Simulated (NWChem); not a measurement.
Si$_{2}$H$_{5}$OF; SMILES O[SiH2][SiH2]F

```xyz
9

O      0.8191     2.0215    -0.3751
Si    -0.4062     1.1204     0.3240
Si    -0.4324    -1.1465    -0.3110
F      0.8422    -1.9385     0.3190
H      1.7229     1.7960    -0.1142
H     -1.6693     1.7360    -0.1605
H     -0.3802     1.2068     1.8167
H     -1.6785    -1.7916     0.1956
H     -0.3860    -1.3085    -1.7917
```
Atoms are numbered in this order, from 1.

Computed with NWChem. Coordinates come from a B3LYP/6-31G* (spherical d) optimisation.

Q: Estimate the computed values for PBE/def2-SVP. Quantities: highest occupied level (eV); orbital gap (eV); dipole (D).

A: The highest occupied level (eV) comes out as -6.47 and the orbital gap (eV) is 5.05. The dipole (D) is 0.43.
